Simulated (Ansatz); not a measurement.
Geometry optimisation, DFT PBEsol, scalar-relativistic, plane waves, PAW in Ansatz.

Input file:

```yaml
crystal:
  lattice:
    - [7.398, 0.0, 0.0]
    - [-3.699, 6.406856, 0.0]
    - [0.0, 0.0, 13.0]
  atoms:
    - { symbol: C, position: [0.0, 0.0, 0.0769231] }
    - { symbol: C, position: [0.2222222, 0.1111111, 0.0769231] }
    - { symbol: C, position: [0.0, 0.3333333, 0.0769231] }
    - { symbol: C, position: [0.2222222, 0.4444444, 0.0769231] }
    - { symbol: C, position: [0.0, 0.6666667, 0.0769231] }
    - { symbol: C, position: [0.2222222, 0.7777778, 0.0769231] }
    - { symbol: C, position: [0.3333333, 0.0, 0.0769231] }
    - { symbol: C, position: [0.5555556, 0.1111111, 0.0769231] }
    - { symbol: C, position: [0.3333333, 0.3333333, 0.0769231] }
    - { symbol: C, position: [0.5555556, 0.4444444, 0.0769231] }
    - { symbol: C, position: [0.3333333, 0.6666667, 0.0769231] }
    - { symbol: C, position: [0.5555556, 0.7777778, 0.0769231] }
    - { symbol: C, position: [0.6666667, 0.0, 0.0769231] }
    - { symbol: C, position: [0.8888889, 0.1111111, 0.0769231] }
    - { symbol: C, position: [0.6666667, 0.3333333, 0.0769231] }
    - { symbol: C, position: [0.8888889, 0.4444444, 0.0769231] }
    - { symbol: C, position: [0.6666667, 0.6666667, 0.0769231] }
    - { symbol: C, position: [0.8888889, 0.7777778, 0.0769231] }
    - { symbol: "N", position: [0.5526756, 0.1055242, 0.1915385] }
    - { symbol: H, position: [0.6897528, 0.1287641, 0.2207692] }
    - { symbol: H, position: [0.5292097, 0.2187352, 0.2207692] }
    - { symbol: H, position: [0.4390645, -0.0309267, 0.2207692] }
basis:
  ecutwfc: 420.0
kpoints:
  mp_grid: { grid: [2, 2, 1] }
hamiltonian:
  xc: pbesol
scf:
  occupations: { method: gaussian, width: 0.02 }
  lower_state_search: "off"
relax:
  f_tol: 0.03
  max_steps: 60
  adjacent_minimum: "off"
```

Run as:

```bash
$ ansatz run input.yaml --threads 1 --pin off --max-ram 3072MiB --backend cpu --events-out ev --progress --plain --runs-dir out
```

Question: Where does it end, and by what steps?

Answer: It converged. The force dipped under the threshold on the way, but the program's further checks kept it going. Limits of this set-up: coarse k mesh, slab without dipole correction, no dispersion correction for a molecule that may bind weakly. After 25 steps the energy has fallen by 4.183 eV; H20 moved furthest, 2.23 Å. Parted: C8–N19.

```tsv
step	energy less start (eV)	largest force component (eV/Å)	accepted
0	0.0000	6.079	yes
1	-2.0670	3.222	yes
2	-2.4565	1.977	yes
3	-2.6436	1.716	yes
4	-3.1632	2.354	yes
5	-3.6189	1.199	yes
6	-3.8897	1.253	yes
7	-4.0225	0.731	yes
8	-4.1067	0.416	yes
9	-4.1340	0.683	yes
10	-4.1490	0.573	yes
11	-4.1620	0.536	yes
12	-4.1724	0.314	yes
13	-4.1771	0.043	yes
14	-4.1787	0.035	yes
15	-4.1702	0.615	no
16	-4.1800	0.013	yes
17	-4.1798	0.214	no
18	-4.1806	0.052	yes
19	-4.1811	0.067	yes
20	-4.1815	0.087	yes
21	-4.1820	0.041	yes
22	-4.1824	0.074	yes
23	-4.1826	0.105	yes
24	-4.1829	0.023	yes
25	-4.1829	0.023	yes
```

```xyz
22
Lattice="7.3980 0.0000 0.0000 -3.6990 6.4069 0.0000 0.0000 0.0000 13.0000" Properties=species:S:1:pos:R:3
C -0.025 0.003 0.670
C 1.206 0.714 0.670
C -1.246 2.129 0.670
C -0.025 2.834 0.671
C -2.493 4.259 0.670
C -1.246 4.979 0.670
C 2.453 -0.006 0.669
C 3.674 0.699 0.668
C 1.206 2.124 0.670
C 2.453 2.843 0.669
C -0.025 4.274 0.671
C 1.206 4.985 0.671
C 4.905 -0.012 0.669
C 6.152 0.708 0.670
C 3.674 2.139 0.669
C 4.905 2.849 0.670
C 2.453 4.265 0.671
C 3.674 4.970 0.670
N 3.951 0.940 4.183
H 4.291 0.517 5.051
H 2.958 1.140 4.335
H 3.983 0.202 3.473
```

Time of the run: 3.2 min on 1 thread of Intel(R) Xeon(R) Platinum 8259CL CPU @ 2.50GHz (Skylake/Cascade Lake), on a shared host, peak memory 0.77 GiB.
